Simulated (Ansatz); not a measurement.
**What a proton shuttle does**

BCl₃ ([Cl][B]([Cl])[Cl]) + NH₃ → BNH₂Cl₂ ([NH2][B]([Cl])[Cl]) + HCl (links in brackets), a four-centre ligand exchange, has a barrier of 142.0 kJ/mol above its start structure and a step energy of 57.2 kJ/mol. One H₂O is now added to the ring of the saddle, taking the hydrogen and handing on one of its own. Gas-phase electronic energies, without zero-point energy, by CCSD(T) at an estimated basis limit (MP2 extrapolated from triple and quadruple zeta, plus CCSD(T) − MP2 in triple zeta); Ansatz 0.2.0, def2-TZVPP and QZVPP, frozen cores, on PBE0-D4/def2-TZVP structures. Extrapolation: Hartree–Fock as exp(−7.88 √X), correlation as X^−2.97. Each barrier counts from its own start structure, which holds all the molecules, is reached by relaxing down from the saddle and may not be the deepest complex; no counterpoise correction.

Problem. What are the barrier and the step energy with the shuttle? (To be estimated.)

Solution. By the calculation: Barrier 139.4 kJ/mol, 2.6 kJ/mol lower than without; step energy 67.0 kJ/mol, both from the start structure. Counted from all the molecules apart, the saddle lies at -22.8 kJ/mol with the shuttle and at 27.2 kJ/mol without; the start well goes from -114.8 to -162.2 kJ/mol. At the saddle the angle at each passing proton is N–H···Cl 146° without the shuttle, against N–H···O 161° and O–H···Cl 162° with it. Bringing in the extra molecule costs entropy, which these electronic energies leave out.

No T1 diagnostic of these runs exceeds 0.012.

For scale, one of the runs: CCSD(T)/def2-TZVPP, 289 basis functions, launched by `ansatz run in.yaml --threads 8 --pin off --events-out ev --progress --plain --max-ram 19148MiB`. The run took 3.2 min on 8 CPU threads of an Arm Neoverse V2 (shared host), with 8.8 GiB of host memory at its peak.
